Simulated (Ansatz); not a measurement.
A structure relaxed at PBE0-D4/def2-TZVP, charge 0, multiplicity 1:

```xyz
13

C    -1.2820   -0.0602   -1.7394
Al   -0.1141    0.0321   -0.1733
Si    0.0259   -1.9340    1.3055
Si    1.2198    2.0299    0.3654
H    -1.3048    0.8654   -2.3184
H    -0.9586   -0.8684   -2.4049
H    -2.3078   -0.3016   -1.4406
H     0.9420   -1.7440    2.4660
H     0.5069   -3.1337    0.5567
H    -1.3165   -2.2873    1.8572
H     1.0523    3.1528   -0.6021
H     2.6745    1.6961    0.4100
H     0.8626    2.5528    1.7177
```

(1) Give its formula and SMILES.

(2) Point group (tolerance 0.08 Å, 0.16 Å for H)?

(3) Summarise the bond lengths by kind.

Results:

(1) CH9AlSi2, `[CH3][Al]([SiH3])[SiH3]`.

(2) Cs.

(3) 1 × Al–C 1.956 Å; 3 × C–H 1.092 to 1.096 Å; 2 × Al–Si 2.462 to 2.464 Å; 6 × H–Si 1.491 to 1.494 Å.

All numbers were calculated with Ansatz.
